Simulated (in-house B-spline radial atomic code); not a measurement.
RPA and G0W0 on r2SCAN0: Zr VIII (Zr7+)

Configuration [Ar] 3d10 4s2 4p3, highest spin, mean-field start r2SCAN0. Computed with an all-electron radial atomic-structure program (B-spline basis): all electrons, non-relativistic, point nucleus, each spin shell either full or empty, empty states to l = 9 with an (l + 1/2)⁻⁴ tail; G0W0 by contour deformation at full frequency.

Without relativity these are model numbers: it shifts the levels of so heavy an element strongly and can reorder them.

Command:
```bash
python run_gw.py task.json out
```
Settings (radii: box in bohr, nucleus in fm):
```
Z                        40
electrons                33
configuration            [Ar] 3d10 4s2 4p3
hamiltonian              nr
method                   r2scan0
lmax                     9
spin_polarised           True
box_radius               8.41
intervals                50
```

Run time, properties included: 5.6 s on 1 thread of Intel(R) Xeon(R) Platinum 8375C CPU @ 2.90GHz (shared host).

Energies (hartree):

```
                                     term        value
                         mean-field total  -3527.45366
Hartree-Fock functional on these orbitals  -3525.80608
                      direct second order      -2.6848
                    second-order exchange       0.7864
                         SOSEX correction      0.73703
```

(1) What is the RPA correlation energy, and what remains with SOSEX?

Quasi-particle levels (eV):

| level | occupied | mean field | Σx - vxc | Σc | QP weight | G0W0 |
| --- | --- | --- | --- | --- | --- | --- |
| 4p up | yes | -128.58 | -5.63 | ? | ? | ? |
| 4s down | yes | -144.48 | -3.60 | -3.16 | 0.968 | -151.24 |
| 3d down | yes | -290.90 | -17.59 | 4.65 | 0.952 | -303.83 |
| 4p down | no | -117.73 | 7.68 | -2.88 | 0.966 | -112.92 |

G0W0 = mean field + (Σx - vxc) + Σc, with Σc (partial-wave tail included) taken at the quasi-particle energy. Only the outer levels were computed. Levels of low weight are left out.

(2) Where does G0W0 put 4p up?

## Answers

(1) RPA gives -2.4103 hartree (-1.99 eV per electron); RPA + SOSEX gives -1.6732, and the second-order doubles -1.8984 hartree (no singles). RPA lacks exchange-type terms and so overcorrelates at short range.

(2) At -134.85 eV, with Σc = -0.64 eV and a quasi-particle weight of 0.967. The tabulated removal energy is 133.7 ± 0.5 eV (NIST, semi-empirical); the calculation leaves out relativity, Breit and QED terms, and what these don't explain is the method's own error.
